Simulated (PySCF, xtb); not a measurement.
C3H6F2Si, SMILES F[SiH2]C1(F)CC1.

GFN2-xTB run with xtb at its own geometry gives an orbital gap of 5.63 eV and a dipole moment of 0.53 D.

Geometry: B3LYP-D3(BJ)/def2-SVP. The structure was generated by enumeration, and PubChem lists no compound with its InChIKey, so it may never have been made. Other conformers were not sampled.

What does ωB97X/def2-TZVP (PySCF) give? (Estimate from the structure and the level; the computed values follow.)

gap 12.69 eV (levels -10.71 and 1.98 eV), dipole 0.57 D.
